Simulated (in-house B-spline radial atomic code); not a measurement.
Radial electron density of Re III (Re2+), [Xe] 4f14 5d5. Level of theory: scalar-relativistic (X2C) LDA PW92, spin-polarised, spherical fractional occupations, Fermi nucleus of rms radius 5.3698 fm; calculated with an all-electron radial atomic-structure program (B-spline basis).

One-electron X2C: radii and densities carry no picture-change correction, so inner-shell <1/r> comes out high (for 1s by about 2 % at Z = 33, 5 % at 54, 10 % at 75, 30 % at 118) and <r> low.

Columns: r (bohr), 4πr²n(r) (electrons per bohr), bar.

```
 0.00033    2.917 #
0.000409    3.942 #
0.000507    5.309 ##
0.000627    7.099 ##
0.000777    9.478 ###
0.000963    12.59 ####
 0.00119    16.56 #####
 0.00148     21.8 #######
 0.00183    28.22 #########
 0.00226    36.05 ###########
 0.00281    45.75 ###############
 0.00347    56.59 ##################
  0.0043     68.7 ######################
 0.00533    81.13 ##########################
  0.0066    92.55 #############################
 0.00818    101.4 ################################
  0.0101    105.9 ##################################
  0.0125    105.3 #################################
  0.0155    99.97 ################################
  0.0192    93.23 ##############################
  0.0238    90.45 #############################
  0.0295    96.86 ###############################
  0.0365    112.8 ####################################
  0.0453    131.1 ##########################################
  0.0561    138.5 ############################################
  0.0694    128.4 #########################################
   0.086    111.2 ###################################
   0.107    107.3 ##################################
   0.132    120.3 ######################################
   0.163    125.9 ########################################
   0.202    103.4 #################################
   0.251    72.53 #######################
    0.31    67.09 #####################
   0.384     77.6 #########################
   0.476    72.31 #######################
    0.59    49.23 ################
    0.73    29.33 #########
   0.905    20.01 ######
    1.12    15.13 #####
    1.39    10.07 ###
    1.72     5.61 ##
    2.13    2.683 #
    2.64    1.103 
    3.27   0.3616 
    4.04    0.085 
    5.01  0.01207 
     6.2 0.0009609
```

On this grid the curve has 4 maxima, near 0.0101, 0.0561, 0.163, 0.384 bohr.

The 5d up radial function P(r) = rR(r), positive near the nucleus:

```tsv
r (bohr)	P
0.0066	0.0009431
0.0101	0.002859
0.0155	0.008453
0.0238	0.02362
0.0365	0.0598
0.0561	0.1303
0.086	0.2196
0.132	0.2306
0.202	0.02134
0.31	-0.3083
0.476	-0.2844
0.73	0.2384
1.12	0.7372
1.72	0.7684
2.64	0.4434
4.04	0.1299
6.2	0.01386
```
